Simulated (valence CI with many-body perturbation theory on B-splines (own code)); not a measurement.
Ladder of approximations for Ru³¹⁺

Calculated by relativistic CI+MBPT: three valence electrons over a frozen Dirac-Fock core [Ne], radial functions for each j: 11 s, 11 p, 9 d, 7 f, 5 g, 2 h, 1 i, with the one-electron correlation potential Σ1 (screened to all orders), the two-electron term Σ2, the three-electron term Σ3, Breit, model QED; selected single and double excitations, second order for the rest (own B-spline code, finite nucleus).

The last digits are not significant, and no measured levels were compared; by estimate large intervals hold to a few tenths of a per cent, small ones and those within an open d or f shell to about a per cent.

Each rung adds one term. CI alone is the Dirac-Coulomb CI over the frozen core; QED comes last and gives the full result, which names the levels. Energies are above (3s^2 3p1/2) J=1/2 on the same rung, in cm⁻¹.

Levels are named by their leading jj configuration (3d3/2^4 stands for four electrons in 3d with j = 3/2), which in mixed levels can hold well under half, so a name can repeat and another be missing. Letters in brackets count levels of one name in rising energy.

```tsv
Level	CI alone	Σ1	Σ2	Σ3	Breit	QED	Full
(3s^2 3p3/2) J=3/2	257697	+403	+221	+7	-4358	+475	254446
(3s 3p1/2^2) J=1/2	586126	-1487	+846	+126	+4119	-5257	584473
(3s 3p1/2 3p3/2) J=3/2 [a]	756388	-1141	+1688	+180	+406	-4808	752713
(3s 3p1/2 3p3/2) J=5/2	819741	-1096	+1170	+153	-950	-4681	814336
(3s 3p1/2 3p3/2) J=3/2 [b]	918292	-1079	-1	+119	-1001	-4247	912083
(3s 3p1/2 3p3/2) J=1/2	993681	-1166	-3607	-25	+917	-4977	984824
(3s 3p3/2^2) J=5/2	1052390	-719	+1297	+164	-4952	-3690	1044490
(3s^2 3d3/2) J=3/2	1209810	-950	-3929	-157	-5016	-1800	1197960
(3s 3p3/2^2) J=1/2	1251580	-735	-2057	-63	-3327	-4410	1240990
(3s^2 3d5/2) J=5/2	1298610	-653	-4076	-316	-8222	-751	1284590
(3s 3p3/2^2) J=3/2	1301010	-796	-4424	-152	-4702	-3412	1287520
(3p1/2^2 3p3/2) J=3/2	1547310	-2586	-1315	+263	+3393	-9284	1537790
(3s 3p1/2 3d3/2) J=3/2 [a]	1649270	-2492	+183	+33	-1694	-5643	1639660
(3s 3p1/2 3d3/2) J=5/2	1673430	-2411	+558	+181	-2602	-6078	1663070
(3s 3p1/2 3d5/2) J=5/2 [a]	1729830	-2168	+270	+151	-3654	-6446	1717980
(3p1/2 3p3/2^2) J=3/2	1735530	-2251	-1363	+240	-686	-8602	1722870
(3s 3p1/2 3d5/2) J=7/2	1779140	-2096	-275	-6	-5990	-5121	1765650
(3s 3p1/2 3d3/2) J=3/2 [b]	1791960	-2353	-2561	-133	-2994	-5311	1778600
(3s 3p1/2 3d3/2) J=1/2	1793360	-2451	-2877	-93	-2220	-5310	1780410
```

The middle columns are the shifts that each term adds.

**Question.** How does the ionisation energy move along the ladder, and which term matters most?

**Answer.** CI alone 1812.2, + Σ1 1813.2, + Σ2 1813.0, + Σ3 1812.9, + Breit 1811.5, + QED 1811.6 eV. The largest step is Breit, -1.4 eV. NIST lists 1794 ± 8 eV (semi-empirical).
